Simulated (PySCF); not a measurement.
A mixed set of molecules. Method: PySCF 2.14.0, density-fitted response routines, TDDFT CAM-B3LYP/def2-SVPD, vertical, gas phase, core orbitals frozen in the response. Geometries: GFN2-xTB; one conformer of each isolated species. Triplets are in the Tamm–Dancoff approximation.

Question: Rank by computed S1–T1 gap, lowest first.
A. `[SiH3]/C=C\S[SiH2]Cl`
B. `N#Cc1ccccc1O`
C. `O=CC1=CC=CP=C1`
D. `Fc1cccc(Cl)n1`

Answer: C (0.73 eV), B (1.10 eV), D (1.23 eV), A (1.51 eV).

```tsv
SMILES	S1−T1 (eV)	S1 (eV)	T1 (eV)	S1 mainly	T1 mainly	f(S1)
O=Cc1cccpc1	0.73	3.79	3.06	H-1→L (70%)	H→L (66%)	0.000
N#Cc1ccccc1O	1.10	4.85	3.75	H→L (84%)	H→L (64%)	0.081
Fc1cccc(Cl)n1	1.23	5.33	4.10	H→L (80%)	H→L (49%)	0.099
[SiH3]/C=C\S[SiH2]Cl	1.51	5.25	3.74	H→L+1 (57%)	H→L (73%)	0.017
```

H and L stand for HOMO and LUMO. For `O=Cc1cccpc1` and `[SiH3]/C=C\S[SiH2]Cl` the leading configurations of S1 and T1 differ. Singlets come from full response and triplets from the Tamm–Dancoff approximation.
